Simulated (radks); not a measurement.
Spherical jellium clusters: N electrons in a uniform positive sphere of charge N and radius rs N^(1/3), rs = 3.63 bohr. Calculated with a radial shooting solver with Libxc functionals: non-relativistic Kohn-Sham, exchange-only LDA, spin-polarised, spherical densities. Levels are named by radial order and angular momentum (1s, 1p, 1d, 2s, ...), and open shells are averaged over m.

N = 22, configuration 1s2 1p6 1d10 2s2 1f(up 2, down 0). This is the lowest configuration that the search found. Occupied and some empty levels:

| level | occupation | eigenvalue (eV) | <r> (bohr) |
|---|---|---|---|
| 1s up | 1 | -5.0160 | 6.483 |
| 1s down | 1 | -4.9124 | 6.170 |
| 1p up | 3 | -4.1792 | 7.579 |
| 1p down | 3 | -3.9872 | 7.385 |
| 1d up | 5 | -3.0951 | 8.414 |
| 1d down | 5 | -2.8453 | 8.301 |
| 2s up | 1 | -2.4816 | 7.096 |
| 2s down | 1 | -2.3606 | 7.161 |
| 1f up | 2 | -1.8329 | 9.223 |
| 1f down | 0 | -1.5497 | 9.189 |
| 2p up | 0 | -1.1847 | 9.266 |
| 2p down | 0 | -1.0384 | 9.294 |
| 1g up | 0 | -0.47129 | 10.28 |
| 2d up | 0 | -0.18504 | 13.40 |
| 1g down | 0 | -0.18315 | 10.44 |
| 2d down | 0 | -0.052231 | 14.42 |

Energy (eV): total -21.3118, kinetic 44.217, external -1523.1, Hartree 748.01, exchange-correlation -67.293, background 776.90.

Electron density:

| r (bohr) | n(r) (e/bohr^3) |
|---|---|
| 0.331 | 0.006661 |
| 1.16 | 0.006328 |
| 1.99 | 0.005753 |
| 2.83 | 0.005165 |
| 3.66 | 0.004799 |
| 4.49 | 0.004780 |
| 5.32 | 0.005053 |
| 6.15 | 0.005385 |
| 6.98 | 0.005451 |
| 7.81 | 0.004999 |
| 8.64 | 0.004012 |
| 9.47 | 0.002760 |
| 10.3 | 0.001627 |
| 11.1 | 0.0008590 |
| 12.0 | 0.0004230 |
| 12.8 | 0.0001995 |
| 13.6 | 0.00009160 |
| 14.5 | 0.00004140 |
| 15.3 | 0.00001853 |
| 16.1 | 8.273e-06 |
